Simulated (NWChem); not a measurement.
CH₄BClO; SMILES OB(Cl)C

```xyz
8

B      0.0971    -0.4434    -0.0013
Cl    -0.0705     1.3391     0.0011
C     -1.1716    -1.3528    -0.0011
H     -1.7810    -1.1566     0.8961
H     -0.9121    -2.4204    -0.0270
H     -1.8149    -1.1190    -0.8645
O      1.3375    -0.9653    -0.0005
H      2.0307    -0.2950     0.0017
```
Atoms are numbered in this order, from 1.

Results from NWChem. Pople sets run with spherical d functions. The geometry was optimised at PBE0/def2-SVP. Vzz is the largest principal value of the second derivative of the potential at the nucleus (NWChem prints the opposite sign); η is the asymmetry. Non-relativistic.

**Question.** Order these runs by computing time, cheapest first, and give rough ratios: B3LYP/6-31G*; CAM-B3LYP/def2-TZVP; B3LYP/cc-pVTZ.

**Answer.** B3LYP/6-31G* (1), B3LYP/cc-pVTZ (5), CAM-B3LYP/def2-TZVP (20). Ratios are rough, from one shared machine; the cheapest took around 6 core-seconds (rough). What differs between the cheapest and the dearest: Vzz B1 (a.u.) 0.320 → 0.379; η B1 0.81 → 0.80; Vzz Cl2 (a.u.) 1.907 → 2.044; η Cl2 0.37 → 0.39.
